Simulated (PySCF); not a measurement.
ClH5N2OSi. Atoms are numbered in the order given.

```xyz
10

N     -1.1816     1.4385     0.3654
Si    -0.0634     0.1623     0.3263
N      1.4748     0.7837     0.7221
O     -0.7505    -1.0045     1.2825
Cl     0.2680    -0.7708    -1.5179
H     -0.9644     2.3315    -0.0577
H     -2.1757     1.2534     0.4111
H      2.3200     0.3572     0.3650
H      1.6224     1.2785     1.5936
H     -0.5194    -1.9083     1.0507
```
Charge 0, spin multiplicity 1.

Coordinates come from a PBE0-D3(BJ)/def2-SVP optimisation. This is a generated structure with no PubChem entry under its InChIKey; it may be hypothetical. Other conformers were not sampled.

Computed with PBE/pcSseg-1 in PySCF.

GIAO shieldings, no solvent; atoms listed in one row are averaged. δ = σ(ref) − σ: ¹⁵N against NH3 (σ = 267.0 ppm); ²⁹Si against TMS (σ = 335.4 ppm); ¹⁷O against H2O (σ = 334.3 ppm); ³⁵Cl against HCl (σ = 936.5 ppm); ¹H against TMS (σ = 31.49 ppm), references at their B3LYP-D3(BJ)/def2-TZVP geometries, non-relativistic (without spin–orbit terms, shifts of atoms bonded to Cl or Br come out too high).

Computed chemical shifts:
| nucleus | atoms | count | δ (ppm) |
|---|---|---|---|
| ¹⁵N | N3 | 1 | 43.2 |
| ¹⁵N | N1 | 1 | 38.5 |
| ²⁹Si | Si2 | 1 | -33.8 |
| ¹⁷O | O4 | 1 | 91.6 |
| ³⁵Cl | Cl5 | 1 | 68.3 |
| ¹H | H10 | 1 | 1.78 |
| ¹H | H7 | 1 | 1.21 |
| ¹H | H9, H8 | 2 | 1.09 |
| ¹H | H6 | 1 | 1.04 |
